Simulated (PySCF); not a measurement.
Simulation results for BFH$_{3}$NSi

Computed with PySCF 2.14.0. Calculation on a computer-drawn molecule: the log of a Hartree-Fock and frozen-core CCSD(T) single point meant for a local Hartree-Fock minimum, with one planted fault or none, to be diagnosed. Offsets are logged minus clean, where the clean run is the same molecule without the fault. The reference is restricted for singlets and unrestricted otherwise, and also for a bond in bohr or an excited solution. Adding or removing an electron swaps singlet and doublet. The excited solution moves the top pair (singlet) or top alpha electron (doublet) to the lowest empty orbital. Highest occupied and lowest empty are orbital energies over both spins, largest force is the largest gradient component, triples share is (T) over the correlation energy, the T1 limit is 0.02 restricted and 0.045 unrestricted, electrons count all cores, a negative frequency is imaginary (commonest isotopes), and the dipole is about the centre of nuclear charge.

```xyz
7
formula=BFH3NSi meant_charge=0 meant_multiplicity=1 meant_basis=cc-pV(D+d)Z logged_electrons=38 logged_basis_functions=80 logged_SCF_converged=yes logged_spin_squared=0 logged_highest_occupied=-10.216 logged_lowest_empty=0.77001 logged_largest_force=1.826e-05 logged_lowest_frequency=68.71 logged_T1_diagnostic=0.019506 logged_D1_diagnostic=0.067963 logged_triples_share=0.029744 logged_CC_converged=yes logged_dipole_magnitude=1.5756 logged_SCF_stable_within_its_kind=yes logged_energy_HF=-469.25462 logged_energy_CCSD(T)=-469.83349 possible_faults=no_fault,one_electron_removed,one_electron_added,multiplicity_raised_by_two,geometry_at_a_saddle_point,SCF_held_on_an_excited_solution,minimal_basis_STO-3G,one_bond_length_entered_in_bohr,all_coordinates_scaled planted_fault=no_fault HF_energy_offset_from_clean_run=0 CCSD(T)_energy_offset_from_clean_run=0
N     -1.2962    -3.0352     1.1633
Si    -0.2931    -1.8599     0.8317
B      0.1914    -1.5828    -1.1266
F      1.0298    -0.6097    -1.4615
H     -1.5963    -3.2519     2.0975
H      0.3344    -0.9337     1.8054
H     -0.2533    -2.2685    -1.9987
```

Units: logged_highest_occupied, logged_lowest_empty in eV; logged_largest_force in hartree/bohr; logged_lowest_frequency in cm⁻¹; logged_dipole_magnitude in debye; logged_energy_HF, logged_energy_CCSD(T) in hartree; HF_energy_offset_from_clean_run, CCSD(T)_energy_offset_from_clean_run in kcal/mol.

Drawn bonds:
```csv
atom,other atom,order
1,2,2
2,3,1
3,4,1
1,5,1
2,6,1
3,7,1
```
